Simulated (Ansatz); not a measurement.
Species: C₂H₆Al, charge 0, doublet. C2H6Al (SMILES [CH3][Al][CH3], doublet).
B3LYP-D3(BJ)/def2-TZVP minimum from Ansatz (an electronic-structure program):
```
Al
C 1 1.9785
H 2 1.0902 1 114.41
H 2 1.0959 3 108.17 1 122.17
H 2 1.0959 3 108.17 4 115.65
C 1 1.9785 2 116.92 3 180.00
H 6 1.0902 1 114.41 2 -180.00
H 6 1.0959 7 108.17 1 -122.17
H 6 1.0959 7 108.17 8 -115.65
```
Charge 0, spin multiplicity 2.

Total energies in cc-pV(D+d)Z, 17 correlated electrons, 7 frozen orbitals. Open shells are spin-unrestricted; no spin-orbit coupling. Correlated methods leave the cores frozen. No relativity. The spin of C2H6Al ([CH3][Al][CH3], doublet) was assumed, and the state is the lowest solution found for it.

```
method    program  energy (Eh)  minus CCSDT(Q) (mEh)
--------  -------  -----------  --------------------
HF         Ansatz   -321.12488                399.89
MP2        Ansatz   -321.46937                 55.40
CCSD       Ansatz   -321.51240                 12.37
CCSD(T)    Ansatz   -321.52306                  1.71
CCSDT(Q)   Ansatz   -321.52477                  0.00
```

Rough core times of Ansatz's runs on a shared machine: CCSD(T) 20 s, CCSDT(Q) 10 min.
